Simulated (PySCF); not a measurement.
Heteronuclear NMR

Atoms are numbered as in `[CH3:1]/[C:2]([CH:3]=[O:4])=[N:5]/[SiH2:6][O:7][SiH3:8]`. Each H is labelled by its parent atom.

Theoretical values (PySCF): GIAO PBE0/pcSseg-1 shieldings, GFN2-xTB structure. Gas phase, fast rotation and ring inversion assumed for equivalent nuclei, no relativistic terms, one computed conformer.

**Question.** Where does $^{29}$Si resonate?

**Answer.** 
```json
{"atoms": "Si8", "environment": "silicon bonded to O, 3 H", "σ (ppm)": "396.3", "δ (ppm)": "-45.8"}
{"atoms": "Si6", "environment": "silicon bonded to N, O, 2 H", "σ (ppm)": "405.4", "δ (ppm)": "-53.2"}
```

Shieldings were converted by a linear fit to measured shifts: $^{29}$Si (scatter 8.9 ppm rms, 25.8 ppm with the 6 outliers that the fit left out vs TMS, solution or neat liquid). Occasional misses reach two or three times the rms, and more in compound classes unlike the fitted ones.

On a 300 MHz spectrometer $^{29}$Si resonates near 59.6 MHz, so 1 ppm is 59.6 Hz.

**Question.** Predict the $^{15}$N NMR data.

**Answer.** 
| atoms | environment | σ (ppm) | δ (ppm) |
| --- | --- | --- | --- |
| N5 | imine nitrogen | -148.1 | -11.6 |

Shieldings were converted by a linear fit to measured shifts: $^{15}$N (scatter 6.3 ppm rms vs CH3NO2, solution or neat liquid). A few per cent of atoms miss by over 2 rms, more outside the fitted compound classes.

On a 300 MHz spectrometer $^{15}$N resonates near 30.4 MHz, so 1 ppm is 30.4 Hz.

**Question.** Predict the $^{17}$O NMR data.

**Answer.** 
```
atoms            environment  σ (ppm)  δ (ppm)
   O4        aldehyde oxygen   -376.1    609.3
   O7  oxygen bonded to 2 Si    292.4      0.3
```

Shieldings were converted by a linear fit to measured shifts: $^{17}$O: δ = 266.70 − 0.911σ (rms 10.7 ppm, 155 shifts, 12.2 ppm with the 3 outliers that the fit left out vs liquid water, solution or neat liquid). A few per cent of atoms miss by over 2 rms, more outside the fitted compound classes.

On a 400 MHz spectrometer $^{17}$O resonates near 54.2 MHz, so 1 ppm is 54.2 Hz.
